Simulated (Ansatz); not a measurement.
Cu(NH3)Me (CH₆CuN). Charge 0, multiplicity 1. Geometry PBE0-D4/def2-TZVP, basis def2-TZVP, Ansatz.

```csv
run,HOMO (eV),LUMO (eV)
A,-4.63,-1.20
B,-6.36,0.14
C,-5.39,-0.38
D,-5.47,0.01
E,-4.41,-0.54
F,-8.03,1.48
```

LC-ωPBE has ω = 0.4 bohr⁻¹.

Question: The runs used BHLYP, LC-ωPBE, LDA (SPW92), PBE0, r2SCAN, r2SCAN0. Estimate which is which.

Answer: A LDA (SPW92) (0 % exact exchange); B BHLYP (50 % exact exchange); C PBE0 (25 % exact exchange); D r2SCAN0 (25 % exact exchange); E r2SCAN (0 % exact exchange); F LC-ωPBE (range-separated). Exact exchange lowers occupied and raises empty levels; among semilocal functionals meta-GGAs tend to open the gap a little, and such runs are hard to tell apart. The gap grows from 3.43 eV (LDA (SPW92)) to 9.51 eV (LC-ωPBE).
